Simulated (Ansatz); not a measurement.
Wavefunction ladder for `CCCCCCCCCl`

Cartesian coordinates in Å:
```
C 0.799 -4.121 0.875
C 0.098 -2.929 0.249
C 0.537 -1.601 0.843
C -0.159 -0.401 0.224
C 0.291 0.922 0.823
C -0.449 2.142 0.289
C -0.216 2.402 -1.193
C -0.900 3.671 -1.641
Cl -0.645 3.983 -3.381
H 0.604 -4.173 1.950
H 0.467 -5.063 0.432
H 1.883 -4.055 0.741
H -0.987 -3.035 0.368
H 0.283 -2.918 -0.831
H 1.622 -1.492 0.724
H 0.354 -1.610 1.925
H -1.244 -0.504 0.352
H 0.020 -0.405 -0.857
H 0.161 0.880 1.910
H 1.368 1.049 0.653
H -0.137 3.024 0.859
H -1.523 2.022 0.475
H 0.857 2.480 -1.394
H -0.589 1.569 -1.794
H -0.515 4.543 -1.111
H -1.978 3.620 -1.490
```

The species carries charge 0 and has multiplicity 1. The geometry is a stationary point of PBE0-D4/def2-TZVP. It is one conformer, not always the lowest. Frozen core, restricted reference, Ansatz 0.2.0. CBS rows extrapolate triple and quadruple zeta; past MP2 they add the triple-zeta difference.

```csv
basis,HF (Eh),MP2 corr.,CCSD corr.,(T),CCSD(T) total
def2-SVP,-771.98651,-1.28596,?,?,?
def2-TZVPP,?,-1.59187,-1.69357,-0.06836,?
def2-QZVPP,-772.51112,?,–,–,–
CBS(def2),-772.51491,-1.77743,-1.87912,as TZ,-774.46239
```

**Question.** Fill in the withheld values. (An estimate is asked.)

**Answer.** Ansatz gave: def2-SVP CCSD corr.: -1.40345; def2-SVP (T): -0.04144; def2-SVP CCSD(T) total: -773.43140; def2-TZVPP HF (Eh): -772.48359; def2-TZVPP CCSD(T) total: -774.24552; def2-QZVPP MP2 corr.: -1.69847.
